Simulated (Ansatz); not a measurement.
System: sum formula CoHSF, charge 0, multiplicity 4. The spin state was set by rule; other spins were not relaxed. 
Geometry from a B3LYP-D3(BJ)/def2-TZVP (Ansatz, an electronic-structure program) optimisation:
SMILES: [F][Co][SH]
```xyz
4

Co    -0.1808     0.2274    -0.2831
F     -0.5053     1.1470    -1.7595
S      0.5719    -0.8967     1.4104
H      0.2778    -2.1148     0.9130
```
Charge 0, spin multiplicity 4.

Total electronic energies in hartree. Correlated levels leave the core frozen unless marked. UHF or UKS for open shells. Spin-orbit coupling is left out. The frozen core is the preceding noble-gas configuration, with the filled d and f shells of earlier blocks. No relativistic terms. Basis-set limits of correlation are two-point, X^-3; Hartree-Fock from the larger set. The bracket is a focal-point correction in the basis named.

| level | program | energy (Eh) |
|---|---|---|
| HF/def2-TZVPP | Ansatz | -1879.09939 |
| HF/def2-QZVPP | Ansatz | -1879.14615 |
| RI-HF/def2-TZVPP | Ansatz | -1879.09928 |
| PBE-D4/def2-TZVPD | Ansatz + dftd4 | -1881.04032 |
| PBE0/def2-TZVPD | Ansatz | -1881.07030 |
| BHLYP-D4/def2-TZVPD | Ansatz + dftd4 | … |
| r2SCANh/def2-TZVPD | Ansatz | -1881.43067 |
| RI-MP2/CBS(def2-TZVPP,def2-QZVPP) | Ansatz | -1879.9444 |
| RI-MP2/CBS(def2-TZVPPD,def2-QZVPPD)+[CCSD(T)-MP2]/def2-TZVPPD | Ansatz | -1879.9857 |

Task: Some entries are withheld; supply them.

Result: 
- BHLYP-D4/def2-TZVPD, energy (Eh): -1881.46290
